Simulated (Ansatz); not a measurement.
Input for Ansatz (a program for electronic structure): R-wB97M-V/def2-TZVPPD on CH4AlN (a complex), monomers drawn apart or pushed together. Files ending in .json are basis or fitting sets from the Basis Set Exchange.

Ansatz 0.2 input:
```yaml
crystal:
  periodic: [false, false, false]
  atoms:
    - {symbol: Al, position_ang: [-0.16156664, 0.36406354, 0.26279560]}
    - {symbol: H, position_ang: [1.25364788, 0.82433566, -0.29958177]}
    - {symbol: H, position_ang: [-1.23650146, 1.48888221, 0.59489616]}
    - {symbol: H, position_ang: [-0.69082091, -1.08214948, -0.13618389]}
    - {symbol: C, position_ang: [1.20651006, -0.63212794, 4.81173681]}
    - {symbol: N, position_ang: [0.88467044, -0.39965168, 3.74295501]}
    - {symbol: H, position_ang: [1.50801600, -0.84956398, 5.81273562]}
basis:
  gaussian:
    orbitals: def2-TZVPPD.json
hamiltonian:
  xc: {name: wB97M-V}
scf: {lower_state_search: off}
```

Output:

```
WARN ansatz: RAYON_NUM_THREADS=2 ignored (pool sized by the plan → 2); use --threads N
Functional definition: wB97M-V
these checks for a lower state are left out or cut short: stability, starts, cluster_reference, orbital_swaps, neighbouring_geometries, increment
integrals: 0.10 GiB planned
890 factors; their error is unknown
integrals: 0.14 GiB planned
271 factors; integrals over basis functions are off by at most 5.6e-5 eV
mean field: 0.93 GiB planned
mean field evaluation 1: about -9183.8675 eV, gradient 3.7e1 eV
mean field evaluation 2: about -9182.9396 eV, gradient 4.4e1 eV
mean field evaluation 4: about -9186.7038 eV, gradient 1.4e0 eV
mean field evaluation 8: about -9186.7206 eV, gradient 3.2e-1 eV
mean field evaluation 16: about -9186.7207 eV, gradient 8.7e-6 eV
mean field -9186.72070255 eV, -337.6057588356 hartree, gradient 8.7e-6 eV, S^2 0.000000; 0 other end points of the search recorded, 0 dependent functions left out
reference -9186.72076533 eV, -337.6057611428 hartree; 15, 15 occupied and 175, 175 virtual orbitals, 890 factors
Total energy: -9186.72076533 eV, -337.6057611428 hartree
Checks for a lower state left out: stability, starts, cluster_reference, orbital_swaps, neighbouring_geometries, increment
```

Self-consistency was reached.

Cost: around 6 core-seconds (rough).
